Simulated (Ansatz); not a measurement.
Harmonic frequencies (cm⁻¹) at PBE0-D4/def2-TZVP from Ansatz: 101, 110, 133, 159, 174, 348, 475, 515, 789.

Task: Which molecule is it?
A. `[OH][Ti]([OH])([OH])[F]`
B. `[OH][Ti]([OH])([OH])[SH]`
C. `[CH3][Ti]([OH])([F])[Cl]`
D. `[F][Ti]([Cl])([Cl])[Br]`

Result: D.
